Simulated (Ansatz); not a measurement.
A geometry relaxed with PBE0-D3(BJ)/def2-SVP (Ansatz, an electronic-structure program), charge 0, multiplicity 1:

```xyz
19

C     -0.9416     0.9299     0.8658
H      1.0886     0.1903     2.5982
H     -3.9067     0.3793    -0.7170
C     -2.8476     0.2858    -0.4671
H     -2.9141     1.7571     1.1140
C     -2.2928     1.0518     0.5582
Si     2.6190    -0.4531    -0.8500
F      0.0624    -1.5488    -1.5541
C     -0.6998    -0.6979    -0.8563
H      2.8385    -0.0209     2.0002
H      3.9295     0.0419    -0.3267
C     -2.0436    -0.5959    -1.1846
C      1.3318    -0.1037     0.4937
H     -2.4369    -1.2112    -1.9956
H     -0.5041     1.5532     1.6488
H      2.7585    -1.9088    -1.1460
C      1.7733     0.0328     1.7567
C     -0.1040     0.0415     0.1718
H      2.2896     0.2769    -2.1098
```

Question: Write the SMILES of this molecule.

Answer: `C=C([SiH3])c1ccccc1F`
